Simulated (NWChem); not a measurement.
Species: NbOF3; SMILES [O]=[Nb]([F])([F])[F]

def2 effective core potentials on Nb; no spin-orbit coupling.

Give the equilibrium geometry at PBE0/def2-SVP with def2 effective core potentials on Nb (NWChem) as an XYZ file, with the point group.

point group C3v; any orientation.
```
5

Nb     0.0000     0.0000     0.0310
O      0.0000     0.0000     1.7097
F      1.0153     1.4490    -0.5314
F     -1.7625     0.1548    -0.5314
F      0.7472    -1.6038    -0.5314
```
